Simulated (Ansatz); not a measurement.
Reaction (formal exchange of groups at a C–Si bond): `B[SiH](C)C` + `[SiH3]NC=S` → `C[SiH2]NC=S` + `B[SiH2]C`

Calculated with Ansatz (gas phase, PBE0-D4/def2-TZVP geometries, no zero-point term in ΔE). CCSD(T)/CBS is the MP2 limit (def2-TZVPP, def2-QZVPP) plus CCSD(T) − MP2 in def2-TZVPP, frozen cores. One conformer a species, not always the lowest.

| species | CCSD/def2-TZVPP energy (Eh) |
| --- | --- |
| `B[SiH](C)C` | -395.27157 |
| `[SiH3]NC=S` | -782.47266 |
| `C[SiH2]NC=S` | -821.72564 |
| `B[SiH2]C` | -356.02481 |

Task: Work out ΔE.

Result: ΔE = (-821.72564) + (-356.02481) − (-395.27157) − (-782.47266) = -0.00622 Eh = -3.9 kcal/mol. CCSD(T)/CBS gives -4.3 kcal/mol.

Largest T1 diagnostic among the species: 0.017.

In def2-TZVPP, CCSD(T) changes the Hartree–Fock value by −1.4 kcal/mol (the triples alone add −0.3 kcal/mol) and MP2 by −1.5 kcal/mol. The D4 term adds −1.0 kcal/mol with B3LYP and −0.5 kcal/mol with PBE0; it sums over pairs of atoms, weighted by their polarisabilities, and B3LYP, whose exchange is more repulsive, gets the larger term.

B3LYP here is the variant with VWN-RPA as its local correlation; programs differ in this.
